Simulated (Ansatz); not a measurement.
Calculated with Ansatz (gas phase, PBE0-D4/def2-TZVP geometries, no zero-point term in ΔE). CCSD(T)/CBS adds triple-zeta CCSD(T) − MP2 to the extrapolated MP2 energy (def2 sets, frozen cores). Functionals use def2-TZVPP. B3LYP here is the variant with VWN-RPA as its local correlation; programs differ in this. def2 core potentials past Kr. For Te outer-core shells are correlated without core-valence functions, which leaves a few kJ/mol of doubt a bond.

Consider the ligand exchange at a B–C bond: `BC(C)(C)F` + H₂Te → `B[TeH]` + `CC(C)F`.

```tsv
level	ΔE (eV)
B97M-V	-0.93
CAM-B3LYP-D4	-0.86
B2PLYP	-0.97
B3LYP	-0.95
r2SCANh	-0.98
CAM-B3LYP	-0.88
CCSD/def2-SVP	-0.91
CCSD(T)/def2-SVP	-0.93
```

(1) What does CCSD(T)/CBS give? (Estimate.)

(2) What do rigid-rotor, harmonic-oscillator terms from PBE0-D4/def2-TZVP frequencies (298.15 K, 1 bar) make of the CCSD(T)/CBS value? (An estimate is asked.)

Largest T1 diagnostic among the species: 0.015.

## Answers

(1) Computed: -0.97 eV. The listed levels differ from it by 0.04, 0.11, 0.00, 0.02, -0.01, 0.09, 0.06, 0.04 eV.

(2) Ansatz gave: ΔZPE = +0.17 eV, ΔH = -0.84 eV, ΔS = -1 J/(mol·K), ΔG = -0.84 eV.

Leaving LDA and LC-ωPBE aside and taking each functional with its dispersion term where it has one, the values, not all of them listed here, spread over 0.14 eV, from PBE-D4 to CAM-B3LYP-D4. LDA lies +0.06 eV from PBE without D4. In def2-TZVPP, CCSD(T) changes the Hartree–Fock value by −0.09 eV (the triples alone add −0.03 eV) and MP2 by −0.14 eV.
